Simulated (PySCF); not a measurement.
Working out the excitation energy of N⁺

N⁺ [He] 2s2 2p2 (3P) → N⁺ [He] 2s1 2p3 (5S). Computed with PySCF 2.14 in x2c-TZVPPall, with the spin-free X2C one-electron Hamiltonian (Gaussian nucleus). Frozen: nothing. Energies in hartree (1 hartree = 27.21139 eV):

| part | N⁺ (lower) | N⁺ (upper) |
| --- | --- | --- |
| UHF | -53.921524 | -53.773681 |
| MP2 opposite-spin | -0.073722 | -0.015980 |
| MP2 same-spin | -0.013636 | -0.027962 |

Task: What does Hartree-Fock give?

Result: (-53.773681) − (-53.921524) = 0.147843 hartree = 4.023 eV.

Task: What do MP2 and SCS-MP2 (6/5 opposite-spin, 1/3 same-spin) give?

Result: The opposite-spin parts differ by 1.571 eV and the same-spin parts by -0.390 eV. MP2: 4.023 + (1.571) + (-0.390) = 5.204 eV. SCS-MP2: 4.023 + 1.2 × (1.571) + (-0.390)/3 = 5.778 eV.

Measured between the centres of the two terms (NIST): 5.790 eV, so MP2 (valence and next inner shell) is off by -0.586 eV.

What remains against the reference includes basis incompleteness and correlation beyond second order.
